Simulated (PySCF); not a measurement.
H2MgO2, SMILES [OH][Mg][OH]. Atoms are numbered in the order given.

```xyz
5

Mg     0.0000     0.0000    -0.0217
O      0.0725     1.7953     0.0492
O     -0.0725    -1.7953     0.0492
H     -0.4054     2.5681    -0.2638
H      0.4054    -2.5681    -0.2638
```
Charge 0, spin multiplicity 1.

Coordinates come from a PBE-D3(BJ)/def2-TZVP optimisation. The values are those of a single conformer.

Calculation: TDA-M06-2X/def2-SVPD run with PySCF 2.14.0.

Vertical excitations. Isolated molecule, no solvent. State labels are in the subgroup C2.

List the lowest excited states. (The exact figures need the calculation; the answer reports its results.)


```tsv
state	symmetry	energy (eV)	λ (nm)	f	main pairs
S1	B	5.83	213	0.022	HOMO→LUMO 90 %
S2	A	5.91	210	0.057	HOMO−1→LUMO 90 %
S3	B	6.21	200	0.121	HOMO−2→LUMO 89 %
S4	A	6.27	198	0.065	HOMO−3→LUMO 89 %
S5	A	7.42	167	0.000	HOMO→LUMO+1 70 %
S6	B	7.50	165	0.000	HOMO−1→LUMO+1 53 %, HOMO→LUMO+2 25 %
S7	A	7.64	162	0.003	HOMO−1→LUMO+2 57 %, HOMO−2→LUMO+1 22 %
S8	B	7.70	161	0.008	HOMO−3→LUMO+1 40 %, HOMO→LUMO+2 26 %, HOMO−3→LUMO+5 7 %, HOMO−3→LUMO+3 7 %
S9	B	7.72	161	0.008	HOMO−2→LUMO+2 74 %
S10	A	7.77	160	0.005	HOMO−3→LUMO+2 41 %, HOMO−2→LUMO+1 32 %
T1	B	5.53	224	0	HOMO→LUMO 80 %
T2	A	5.70	217	0	HOMO−1→LUMO 82 %
T3	B	5.88	211	0	HOMO−2→LUMO 78 %
T4	A	5.94	209	0	HOMO−3→LUMO 80 %
```
Triplets are in the Tamm–Dancoff approximation.
